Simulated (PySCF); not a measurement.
C6H13NOSi.
Structure used (PBE0-D3(BJ)/def2-SVP), in Å, numbered top down from 1:
```
atom  x, y, z in Å
C1     3.248   -0.828    0.349
N2     1.893   -0.669    0.789
C3     0.985   -1.333    0.208
C4    -0.458   -1.216    0.557
C5    -1.145   -2.586    0.683
O6    -2.512   -2.512    0.976
C7    -3.333   -2.091   -0.082
C8    -3.206   -0.596   -0.384
Si9   -1.401   -0.176   -0.729
H10    3.376   -1.562   -0.472
H11    3.644    0.144    0.012
H12    3.880   -1.137    1.198
H13    1.228   -2.033   -0.625
H14   -0.537   -0.679    1.517
H15   -0.982   -3.173   -0.247
H16   -0.686   -3.155    1.507
H17   -3.109   -2.683   -0.995
H18   -4.363   -2.339    0.217
H19   -3.860   -0.317   -1.226
H20   -3.541   -0.020    0.495
H21   -1.091    1.278   -0.593
H22   -1.015   -0.631   -2.105
```

Computed with PySCF 2.14.0, density-fitted response routines, TDDFT CAM-B3LYP/def2-SVPD, vertical, gas phase, core orbitals frozen in the response.

Computed singlets with f of 0.002 or more:

```csv
state,E (eV),f
S2,6.68,0.346
S3,7.25,0.015
S4,7.30,0.0076
S5,7.36,0.026
S6,7.53,0.0052
S7,7.62,0.0061
S8,7.86,0.0037
S9,7.90,0.050
S10,7.93,0.017
```

Task: Turn these into Einstein A coefficients, radiative lifetimes, transition dipoles and integrated cross-sections.

Result: Relations used (vacuum, state to state): A = 0.6670 f ν̃² s⁻¹ (ν̃ in cm⁻¹); τ = 1/A; f = (2/3) ΔE |μ|² in atomic units; ∫σ dE = 109.76 f Mb·eV.

```json
{"state": "S2", "A (s⁻¹)": "6.7×10⁸", "τ": "1.5 ns", "|μ| (D)": "3.70", "∫σ dE (Mb·eV)": "38"}
{"state": "S3", "A (s⁻¹)": "3.5×10⁷", "τ": "28 ns", "|μ| (D)": "0.75", "∫σ dE (Mb·eV)": "1.7"}
{"state": "S4", "A (s⁻¹)": "1.8×10⁷", "τ": "57 ns", "|μ| (D)": "0.52", "∫σ dE (Mb·eV)": "0.84"}
{"state": "S5", "A (s⁻¹)": "6.1×10⁷", "τ": "16 ns", "|μ| (D)": "0.96", "∫σ dE (Mb·eV)": "2.8"}
{"state": "S6", "A (s⁻¹)": "1.3×10⁷", "τ": "78 ns", "|μ| (D)": "0.43", "∫σ dE (Mb·eV)": "0.57"}
{"state": "S7", "A (s⁻¹)": "1.5×10⁷", "τ": "65 ns", "|μ| (D)": "0.46", "∫σ dE (Mb·eV)": "0.67"}
{"state": "S8", "A (s⁻¹)": "9.8×10⁶", "τ": "100 ns", "|μ| (D)": "0.35", "∫σ dE (Mb·eV)": "0.4"}
{"state": "S9", "A (s⁻¹)": "1.4×10⁸", "τ": "7.4 ns", "|μ| (D)": "1.29", "∫σ dE (Mb·eV)": "5.5"}
{"state": "S10", "A (s⁻¹)": "4.6×10⁷", "τ": "22 ns", "|μ| (D)": "0.75", "∫σ dE (Mb·eV)": "1.8"}
```

Leading configurations: S2 H-1→L (82%); S3 H-2→L (28%); S4 H→L+2 (44%); S5 H-2→L (51%); S6 H-1→L+2 (75%); S7 H→L+1 (31%); S8 H→L+4 (27%); S9 H→L+4 (36%); S10 H-1→L+4 (48%) (H = HOMO, L = LUMO).

The rates are for emission to S0 at the absorption energy, with no other channel.

Task: By what factor does the largest A in the list exceed the smallest?

Result: S2 has 68 times the rate of S8.

Task: What is the integrated cross-section of all computed states together?

Result: Σf = 0.479 over S1 to S10, so 109.76 × Σf ≈ 52.6 Mb·eV.

Task: How much energy does a mole of photons resonant with S2 carry?

Result: 6.682 eV × 96.485 = 645 kJ/mol (154 kcal/mol).

The vertical ionisation energy (ΔSCF) is 9.23 eV, 1.29 eV above S10.

One conformer stands for the species.
